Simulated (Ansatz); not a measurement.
```yaml
crystal:
  periodic: [false, false, false]
  atoms:
    - {symbol: C, position_ang: [-1.254002, -0.332898, 1.207957]}
    - {symbol: Si, position_ang: [0.268220, -0.422683, 0.579859]}
    - {symbol: C, position_ang: [0.764302, 0.309142, -1.188924]}
    - {symbol: N, position_ang: [1.426635, -0.379890, -1.958964]}
    - {symbol: O, position_ang: [0.407663, 1.345765, -1.115476]}
    - {symbol: H, position_ang: [-1.940946, -0.207560, 2.185793]}
    - {symbol: H, position_ang: [-2.392694, -0.460449, 0.356651]}
    - {symbol: H, position_ang: [-1.381598, 1.041351, 1.197146]}
    - {symbol: H, position_ang: [0.576750, -1.777157, 0.616638]}
    - {symbol: H, position_ang: [1.527709, 0.284217, 1.836130]}
    - {symbol: H, position_ang: [1.348393, -1.345766, -1.769008]}
    - {symbol: H, position_ang: [0.862192, 1.930353, -1.876066]}
basis:
  gaussian: {orbitals: STO-3G}
hamiltonian: {xc: {name: B2GP-PLYP}}
relax: {f_tol: 0.0001, max_steps: 2}
output: {forces: true}
```

```sh
$ ansatz run in.yaml --threads 4 --pin off --events-out ev --progress --plain --max-ram 10444MiB
```

(1) How does Ansatz answer? (Best estimate.)

Results:

(1) Computed: No converged result was reached.
```
Functional definition: B2GP-PLYP
524 factors; integrals over basis functions are off by at most 1.2e-5 eV
mean field evaluation 1: about -13402.8010 eV, gradient 3.2e1 eV
mean field evaluation 2: about -13402.8569 eV, gradient 3.2e1 eV
mean field evaluation 4: about -13406.2516 eV, gradient 3.1e0 eV
mean field evaluation 8: about -13406.2845 eV, gradient 1.2e-1 eV
mean field evaluation 16: about -13406.2845 eV, gradient 1.4e-5 eV
mean field -13406.28452547 eV, -492.6718692049 hartree, gradient 1.9e-6 eV, S^2 0.000000; 0 other end points of the search recorded, 0 dependent functions left out
9 core orbitals not correlated: weight in the atoms' cores, before any rotation towards them, 0.999 or more for the frozen orbitals, at most 0.000 for the correlated occupied ones
reference -13406.28462221 eV, -492.6718727601 hartree; 15, 15 occupied and 12, 12 virtual orbitals, 524 factors
second order -9.39069025 eV of doubles, -0.00000000 eV of singles
relax step   1: F+E_penalty+E_count = -13409.66517396 eV  Δ(F+E_penalty+E_count) = +0.000e0 eV  max|allowed force component| = 3.268e1 eV/Å  Δτ_max = 0.0000 Å  (57 SCF iters, accepted)
524 factors; integrals over basis functions are off by at most 1.5e-5 eV
mean field -13415.64677032 eV, -493.0159253572 hartree, gradient 1.5e-6 eV, S^2 0.000000; 0 other end points of the search recorded, 0 dependent functions left out
9 core orbitals not correlated: weight in the atoms' cores, before any rotation towards them, 1.000 or more for the frozen orbitals, at most 0.000 for the correlated occupied ones
reference -13415.64686683 eV, -493.0159289041 hartree; 15, 15 occupied and 12, 12 virtual orbitals, 524 factors
second order -8.74160304 eV of doubles, -0.00000000 eV of singles
relax step   2: F+E_penalty+E_count = -13418.79374741 eV  Δ(F+E_penalty+E_count) = -9.129e0 eV  max|allowed force component| = 7.172e0 eV/Å  Δτ_max = 0.1943 Å  (46 SCF iters, accepted)
Error: geometry relaxation did not converge after 2 steps: max|allowed force component| = 7.17e0 eV/Å (threshold 1.0e-4). Raise `relax.max_steps` over both its present limit and 2, loosen `relax.f_tol`, or start from a geometry closer to equilibrium. Where this run's directory can be resumed (`checkpoint.write`), a resume goes on for up to `relax.max_steps` more
```
